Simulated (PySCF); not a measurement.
# Relaxation of singlet SiOBr₂

All numbers come from PBE0/[Si def2-SVP, O def2-SVP, Br def2-SVP], no relativity, density fitting, PySCF. A (50,194) grid was used.

A hand-made T-shaped (ligand arrangement 2) start, of C2v symmetry, held to at least that symmetry:

```xyz
4
charge 0 multiplicity 1, angstrom
Si    0.0000    0.0000   -0.1928
O     0.0000    0.0000    1.4472
Br    2.2986    0.0000   -0.1125
Br   -2.2986    0.0000   -0.1125
```

Optimiser trace:
| step | E − E(last) (kJ/mol) | largest gradient (Eh/bohr) |
| --- | --- | --- |
| 0 | 353.06 | 0.14437 |
| 1 | 218.58 | 0.05945 |
| 2 | 118.87 | 0.03307 |
| 3 | 50.16 | 0.02944 |
| 4 | 10.42 | 0.01521 |
| 5 | 0.16 | 0.00195 |
| 6 | 0.01 | 0.00218 |
| 7 | 0.00 | 0.00077 |
| 8 | 0.00 | 0.00002 |

It ends at C2v with Si–Br 2.181 Å (×2), Si–O 1.524 Å; Br–Si–Br 109.1°, Br–Si–O 125.4° (×2) (after a last refinement on a finer grid). A frequency run shows a minimum. Other isomers or separated fragments may lie lower.

Final geometry:
```xyz
4
charge 0 multiplicity 1, angstrom
Si    0.0000    0.0000    0.8681
O     0.0000    0.0000    2.3923
Br    1.7767    0.0000   -0.3961
Br   -1.7767    0.0000   -0.3961
```

The relaxation took of the order of 100 core-seconds on a shared host.
